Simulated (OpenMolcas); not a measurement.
W5+ in a point-charge field

W5+ among 5 point charges of -1 e arranged as a square pyramid (C4v), 2.04 Å from the ion, with the axial distance 1.795 Å.

```json
{
 "Program": "OpenMolcas",
 "Method": "SS-CASPT2, IPEA 0.25 Eh, imaginary shift 0.1 Eh (closed shells correlated: 4f 5s 5p)",
 "Basis": "ANO-RCC-VDZP [7s6p4d2f1g]",
 "Scalar Hamiltonian": "DKH2, point nucleus",
 "Active space": "1 electron in 5 orbitals (5d)",
 "State averaging": "2S+1 = 2 even, 5 roots",
 "Spin-orbit coupling": "state interaction with AMFI integrals over the reference wave functions"
}
```

The lowest spin-free states, above the lowest:

| State | Degeneracy | E (cm-1) | Free-ion L (%) |
| --- | --- | --- | --- |
| 2S+1 = 2 | 2 | 0 | D (100) |
| 2S+1 = 2 | 1 | 2700 | D (100) |
| 2S+1 = 2 | 1 | 3580 | D (100) |
| 2S+1 = 2 | 1 | 8670 | D (100) |

The lowest levels with spin-orbit coupling:

```
E (cm-1)  Degeneracy  2S+1               g
       0           2     2  0.51 1.61 1.61
    2290           2     2  0.07 0.07 2.58
    9860           2     2  1.88 1.88 2.08
   11340           2     2  1.49 3.61 3.61
   15830           2     2  1.95 1.95 4.66
```

Electric-dipole absorption from the lowest level at this geometry, strongest bands:

```
E (cm-1)  λ (nm)         f
    2290    4360  3.58e-06
   11340     882  9.67e-05
```

Powder χT (cm3 K/mol): 0.17 at 2 K, 0.171 at 10 K, 0.173 at 50 K, 0.176 at 100 K, 0.182 at 200 K, 0.187 at 300 K. The effective moment at 300 K is 2.828 √(χT) = 1.22 μB.

The lowest level has 2S+1 = 2, for which the spin-only value is χT = S(S+1) / 2 = 0.375 cm3 K/mol (g = 2). The computed 0.187 at 300 K differs by -0.188, through orbital momentum, spin-orbit coupling and any other state in reach.

An orbital doublet at a regular site is open to a Jahn-Teller distortion, which this geometry leaves out. Free-ion shares, where given, are those of the reference states; single-state CASPT2 does not remix them. Point charges carry no covalency, so the field is a model and not that of real ligands. An unlabelled pair can be two single states that coincide in this model. No measured value stands beside these numbers.

The CASPT2 steps took 1.5 s on 1 thread of Arm Neoverse V2, on a shared host; the integral step is not counted.

A state without a sure symmetry label is named by its multiplicity alone.
